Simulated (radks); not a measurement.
Task: Valence configurations of neutral zirconium (all share [Kr]). Method: Dirac Kohn-Sham, LDA (Slater exchange, Perdew-Wang correlation), spin-unpolarised, spherical densities, point nucleus; open shells fill j = l - 1/2 first; computed with a radial shooting solver on a logarithmic mesh with Libxc functionals. Order these by energy: 4d1 5s2 5p1; 4d2 5s1 5p1; 4d3 5s1; 4d2 5s2; 4d1 5s1 5p2; 4d2 5p2; 4d4; 4d2.5 5s1.5; 4d1 5s1.5 5p1.5; 4d2 5s1.5 5p0.5.

Result: From the lowest, in eV above it: 4d2 5s2 0.000; 4d2.5 5s1.5 0.499; 4d3 5s1 1.176; 4d2 5s1.5 5p0.5 1.497; 4d4 2.923; 4d2 5s1 5p1 3.029; 4d1 5s2 5p1 3.033; 4d1 5s1.5 5p1.5 4.766; 4d2 5p2 6.202; 4d1 5s1 5p2 6.535. NIST lists [Kr] 4d2 5s2 as the ground configuration; this level of theory agrees among the configurations tried. The energies are those of spherical spin-averaged densities, not of single terms.
